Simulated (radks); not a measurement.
Valence configurations of Te+ (all share [Kr]). All-electron calculation, scalar-relativistic Kohn-Sham, r2SCAN, spin-polarised, spherical densities, finite nucleus; open shells are filled with parallel spins first (spin-orbit coupling, left out, can overturn this in heavy ions); meta-GGA in the generalised Kohn-Sham scheme; Fermi nuclear charge, rms radius 4.7423 fm. Program: a radial shooting solver on a logarithmic mesh with Libxc functionals. Energies are relative to 4d10 5s2 5p3; eigenvalues in eV for spin up.

valence           E (eV)  moment (Bohr magnetons)    e(4d)    e(5p)    e(5s)
4d10 5s2 5p3       0.000                        3  -51.657  -14.984  -25.072
4d10 5s1.5 5p3.5   5.048                        3  -52.407  -15.325  -25.565
4d10 5s1 5p4       9.976                        3  -53.173  -15.684  -26.077
4d10 5s0.5 5p4.5  16.490                        2  -53.887  -15.669  -26.033
4d9.5 5s2 5p3.5   20.232                        3  -55.318  -15.629  -26.128
4d9.5 5s1.5 5p4   25.402                        3  -56.050  -15.962  -26.609
4d9 5s2 5p4       41.349                        3  -58.949  -16.244  -27.142
4d9 5s1.5 5p4.5   46.678                        3  -59.659  -16.567  -27.607
4d8 5s2 5p5       86.391                        3  -66.136  -17.410  -29.067
4d8 5s1 5p6       97.676                        3  -67.474  -18.022  -29.933

NIST lists [Kr] 4d10 5s2 5p3 as the ground configuration; this level of theory agrees among the configurations tried. The energies are those of spherical high-spin densities, not of single terms.
